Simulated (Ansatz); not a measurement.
Correlation energies of `C=CCS[SiH3]` by basis set

Cartesian coordinates in Å:
```
C -0.0698 -1.2004 1.4649
C 0.8762 -0.7636 0.6442
C 1.1590 0.6729 0.3956
S 0.8753 1.1510 -1.3517
Si -1.1758 0.6127 -1.5645
H -0.6938 -0.5125 2.0270
H -0.2525 -2.2591 1.6045
H 1.4788 -1.4725 0.0820
H 0.5588 1.3145 1.0431
H 2.2133 0.9055 0.5649
H -1.3989 -0.8510 -1.6716
H -1.6086 1.2687 -2.8238
H -1.9621 1.1338 -0.4146
```

Charge 0, multiplicity 1. The geometry is a stationary point of PBE0-D4/def2-TZVP. It is one conformer, not always the lowest. Frozen core, restricted reference, the Gaussian-basis code of Ansatz. CBS rows extrapolate triple and quadruple zeta; past MP2 they add the triple-zeta difference.

```csv
basis,HF (Eh),MP2 corr.
def2-SVP,-804.41425,-0.64295
def2-TZVPP,-804.78721,-0.80311
def2-QZVPP,-804.81282,-0.86013
```

(1) Estimate the CCSD correlation energy and the (T) correction in each basis where they were run (hartree).

Results:

(1) 
```json
{"basis": "def2-SVP", "CCSD corr.": "-0.71158", "(T)": "-0.02374"}
{"basis": "def2-TZVPP", "CCSD corr.": "-0.86488", "(T)": "-0.03861"}
{"basis": "CBS(def2)", "CCSD corr.": "-0.96414", "(T)": "as TZ"}
```
